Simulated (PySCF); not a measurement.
I2OSn: a base run and its variants

Base input, run as `OMP_NUM_THREADS=1 python input.py` with PySCF 2.14:

```python
from pyscf import gto, dft
from pyscf.prop.polarizability import rhf as pol

mol = gto.M(
    atom='Sn -0.779 0 -0.5477; O -2.2836 0 -1.6057; I -0.7303 0 2.1239; I 1.7516 0 -1.4058',
    basis='lanl2dz',
    ecp={'Sn': 'lanl2dz', 'I': 'lanl2dz'},
    charge=0,
    spin=0,
    verbose=4,
)
mf = dft.RKS(mol, xc='bhandhlyp')
mf.kernel()
print('polarizability (a.u.)')
print(pol.Polarizability(mf).polarizability().round(4))
mf.dip_moment()
print('orbital energies (hartree):', mf.mo_energy[..., max(0, mol.nelec[1]-3):mol.nelec[0]+3].round(4))
```

Base result: E(SCF) = -101.211401 Eh, 12 cycles, μ(SCF) = 3.38 D, α(xx, yy, zz) = 95.6, 24.4, 109.9 bohr³. 

Hardware: Arm Neoverse N1, 1 thread, shared host. Wall time 7.3 s, peak memory 0.24 GiB.

Each row names what differs from the base; energies in brackets are changes from the base.

| change | result | wall time (s) |
| --- | --- | --- |
| length unit: angstrom → bohr [unsound on purpose] | E(SCF) = -95.107104 Eh, 10 cycles, μ(SCF) = 2.75 D, α(xx, yy, zz) = 45.7, 28.3, 47.6 bohr³ | 6.7 |
| basis set: lanl2dz → sbkjc [with its own core potential] | E(SCF) = -42.074639 Eh, 11 cycles, μ(SCF) = 3.61 D, α(xx, yy, zz) = 99.7, 30.3, 114.8 bohr³ | 7 |
| SCF type: RKS → ROKS | stops with ValueError (too many values to unpack (expected 2)) after the SCF | 5.9 |
| spin (2S): 0 → 4; SCF type: RKS → UKS [an earlier cycle lay lower, so not the lowest solution of its kind] [a high spin state] | E(SCF) = -100.997714 Eh (+5.8147 eV), ⟨S²⟩ = 6.032, μ(SCF) = 1.89 D, α(xx, yy, zz) = 149.3, 5.9, 156.9 bohr³ | 19 |
| geometry: coordinates × 1 → coordinates × 1.25 | E(SCF) = -101.093750 Eh (+3.2014 eV), 14 cycles, μ(SCF) = 0.88 D, α(xx, yy, zz) = 188.4, 27.9, 224.0 bohr³ | 7.7 |
| spin-free X2C: off → on [unsound on purpose] | stops with NotImplementedError | 0.95 |
| integration grid: default → (20, 50) [unsound on purpose] | E(SCF) = -101.212803 Eh (-0.0381 eV), 13 cycles, μ(SCF) = 3.38 D, α(xx, yy, zz) = 95.6, 24.4, 109.9 bohr³ | 1.7 |
| step after the SCF: polarizability → optimize | E(SCF) = -101.211401 Eh (+0.0000 eV), 12 cycles | 29 |
| step after the SCF: polarizability → mp2; SCF type: RKS → RHF; functional: bhandhlyp → none (Hartree–Fock); frozen orbitals: default → 0 | E(SCF) = -100.415665 Eh, 12 cycles, E(MP2) − E(SCF) = -0.24007 Eh, μ(SCF) = 3.76 D | 1.2 |
| electric field along z (a.u.): none → -0.01 | E(SCF) = -101.209244 Eh (+0.0587 eV), 13 cycles, μ(SCF) = 3.38 D, α(xx, yy, zz) = 95.4, 24.7, 109.1 bohr³ | 7.5 |
| geometry: coordinates × 1 → coordinates × 0.3 [unsound on purpose] | E(SCF) = -67.355633 Eh, 10 cycles, μ(SCF) = 1.61 D, α(xx, yy, zz) = 108.0, 126.6, 81.2 bohr³ | 6.8 |
| electric field along z (a.u.): none → 0.05 [may be another electronic state] | E(SCF) = -101.387877 Eh (-4.8022 eV), 15 cycles, μ(SCF) = 16.11 D, α(xx, yy, zz) = 95.9, 29.0, 115.6 bohr³ | 7.8 |

Q: Order these changes by how far they move the SCF energy from the base, largest first: (1) electric field along z (a.u.): none → -0.01; (2) electric field along z (a.u.): none → 0.05; (3) geometry: coordinates × 1 → coordinates × 1.25.

A: (2) -4.8022 eV, (3) +3.2014 eV, (1) +0.0587 eV.
